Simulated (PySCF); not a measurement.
Molecule: `[SiH2]1[SiH2][SiH2][SiH2]1`, H8Si4.

Geometry:
```tsv
atom	x (Å)	y (Å)	z (Å)
Si1	0.429	0.221	1.610
Si2	1.569	0.406	-0.465
Si3	-0.418	-0.205	-1.611
Si4	-1.543	-0.444	0.465
H5	0.988	-0.825	2.524
H6	0.312	1.510	2.362
H7	2.698	-0.564	-0.635
H8	2.060	1.782	-0.790
H9	-0.322	-1.464	-2.416
H10	-0.975	0.882	-2.478
H11	-1.963	-1.847	0.777
H12	-2.718	0.464	0.655
```

Geometry PBE0-D3(BJ)/def2-SVP throughout; GIAO in PySCF 2.14, gas phase, one conformer, non-relativistic; equivalent atoms averaged; functional PBE0.

Question: How do the shifts δ (against TMS at the same level) depend on the basis set? (ppm; last column core-seconds on 1 thread of an Arm Neoverse V1, shared host)

Answer: 
```
basis set  functions  Si1/Si2/Si3/Si4  H5/H6/H7/H8/H9/H10/H11/H12  core-s
   STO-3G         44            -28.3                        1.89     2.8
    6-31G         68            -52.4                        3.77       5
 pcSseg-1        136            -84.1                        4.23      11
 pcSseg-2        284            -89.8                        4.31      32
```

Question: Which nucleus moves most, in ppm?

Answer: Si1/Si2/Si3/Si4 (silicon bonded to 2 Si, 2 H, in a 4-membered ring): from -89.8 ppm with pcSseg-2 to -28.3 ppm with STO-3G. The smallest spread is 2.42 ppm, at H5/H6/H7/H8/H9/H10/H11/H12.

Question: Taking the largest basis, pcSseg-2 (284 functions), as the yardstick, rank the others by their worst heavy-atom deviation.

Answer: pcSseg-1 5.6 ppm (136 functions), 6-31G 37.4 ppm (68 functions), STO-3G 61.4 ppm (44 functions).

A small basis that lands close on one nucleus may do so by chance; judge by the trend and by all nuclei.
